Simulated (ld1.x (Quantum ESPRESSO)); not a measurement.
## An all-electron radial function and its pseudo partner (manganese (Mn))

Columns: radius, all-electron u(r) and pseudo u(r) of the 3d shell (level -19.79 eV) of manganese in the configuration [Ar] 3d5 4s0.5 4p0; LDA (PZ), scalar-relativistic, RRKJ scheme, ld1.x (Quantum ESPRESSO) 7.5.

| r (bohr) | all-electron | pseudo |
| --- | --- | --- |
| 0.118 | 0.0867 | 0.0078 |
| 0.235 | 0.3262 | 0.0579 |
| 0.353 | 0.5735 | 0.1765 |
| 0.470 | 0.7523 | 0.3595 |
| 0.588 | 0.8562 | 0.5808 |
| 0.705 | 0.8976 | 0.7919 |
| 0.822 | 0.8966 | 0.9511 |
| 0.940 | 0.8686 | 1.0304 |
| 1.058 | 0.8252 | 1.0244 |
| 1.175 | 0.7744 | 0.9522 |
| 1.292 | 0.7204 | 0.8455 |
| 1.410 | 0.6656 | 0.7341 |
| 1.528 | 0.6121 | 0.6395 |
| 1.645 | 0.5613 | 0.5681 |
| 1.763 | 0.5129 | 0.5135 |
| 1.880 | 0.4679 | 0.4679 |
| 1.998 | 0.4258 | 0.4258 |
| 2.115 | 0.3871 | 0.3871 |
| 2.232 | 0.3513 | 0.3513 |
| 2.350 | 0.3182 | 0.3182 |
| 2.468 | 0.2878 | 0.2878 |
| 2.585 | 0.2602 | 0.2602 |
| 2.702 | 0.2349 | 0.2349 |
| 2.820 | 0.2117 | 0.2117 |
| 2.938 | 0.1906 | 0.1906 |
| 3.055 | 0.1716 | 0.1716 |

Question: How many radial nodes do the two functions have?

Answer: The all-electron 3d function has n − l − 1 = 0; the pseudo-wave has 0.

Question: At about which radius was the pseudo-wave matched?

Answer: 1.90 bohr, where the columns begin to agree (steps of 0.12 bohr).

Question: Is the pseudo-wave norm-conserving?

Answer: Yes: the RRKJ scheme keeps the norm inside the radius equal to the all-electron one, which fixes the energy derivative of the logarithmic derivative at the level.
